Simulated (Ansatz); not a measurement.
```yaml
crystal:
  periodic: [false, false, false]
  atoms:
    - {symbol: Sn, position_ang: [-0.057229, 0.269535, -1.319144]}
    - {symbol: N, position_ang: [0.223941, -0.116417, 0.718276]}
    - {symbol: C, position_ang: [-0.091326, -0.088684, 1.892767]}
    - {symbol: S, position_ang: [-0.215022, -0.359404, 3.524139]}
    - {symbol: H, position_ang: [1.515714, 0.228344, -1.871697]}
    - {symbol: H, position_ang: [-0.755278, 1.389338, -1.563080]}
    - {symbol: H, position_ang: [-0.685510, -1.485673, -1.485430]}
basis:
  gaussian: {orbitals: STO-3G, nuclear_model: gaussian}
magnetization: {spin_polarized: true, initial_magnetization: 0}
hamiltonian: {xc: {name: HSE06}}
correlation: {method: rpa}
```

```sh
$ ansatz run in.yaml --threads 4 --pin off --events-out ev --progress --plain --max-ram 3916MiB
```

Shortened log:

```
Functional definition: HSE06
635 factors; integrals over basis functions are off by at most 3.8e-5 eV
68 factors; integrals over basis functions are off by at most 2.0e-7 eV
mean field evaluation 1: about -175565.6948 eV, gradient 1.6e1 eV
mean field evaluation 2: about -175565.6201 eV, gradient 1.6e1 eV
mean field evaluation 4: about -175567.0198 eV, gradient 6.9e0 eV
mean field evaluation 8: about -175567.3577 eV, gradient 6.8e-2 eV
mean field evaluation 16: about -175567.3577 eV, gradient 5.2e-7 eV
mean field -175567.35770572 eV, -6451.9813918560 hartree, gradient 5.2e-7 eV, S^2 0.000000; 0 other end points of the search recorded, 0 dependent functions left out
25 core orbitals not correlated: weight in the atoms' cores, before any rotation towards them, 1.000 or more for the frozen orbitals, at most 0.000 for the correlated occupied ones
reference -175492.28297841 eV, -6449.2224465148 hartree; 16, 16 occupied and 8, 8 virtual orbitals, 635 factors
Total energy: -175501.61688826 eV, -6449.5654613752 hartree
```

It took 2.1 s on 4 threads of Intel Xeon on a shared host.

HSE06 is defined as in plane-wave codes, on full-range PBE exchange. Correlated methods freeze 25 core orbitals; core or outer-core shells of Sn are correlated, in sets that lack core-valence functions.
